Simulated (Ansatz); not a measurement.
**A family of molecules: the dipole moment**

One atom is swapped for its congeners: BH2F `BF`; BH2Cl `BCl`; BH2Br `BBr`; BH2I `BI`. All are singlets with charge 0.

Shapes, held fixed at every level: PBE0-D4/def2-TZVP. Programs: Ansatz 0.2.0. Values in D.

```tsv
level	BH2F	BH2Cl	BH2Br	BH2I
PBE-D4/def2-TZVPP	0.59	0.37	0.34	0.15
r2SCAN-D4/def2-TZVPP	0.66	0.50	0.51	0.35
B3LYP-D4/def2-TZVPP	0.74	0.52	0.52	0.36
wB97M-V/def2-TZVPP	0.71	0.52	0.58	0.47
```

At wB97M-V/def2-TZVPP the dipole moment isn't monotonic: it is largest for F and smallest for I (0.71 and 0.47 D). 3 of 4 levels show this order throughout; 4 agree on the largest and the smallest. For atoms past krypton def2 sets carry core potentials with scalar relativity. Relativity is left out for Br unless named. Magnitudes only: a dipole under 1 D may point either way.
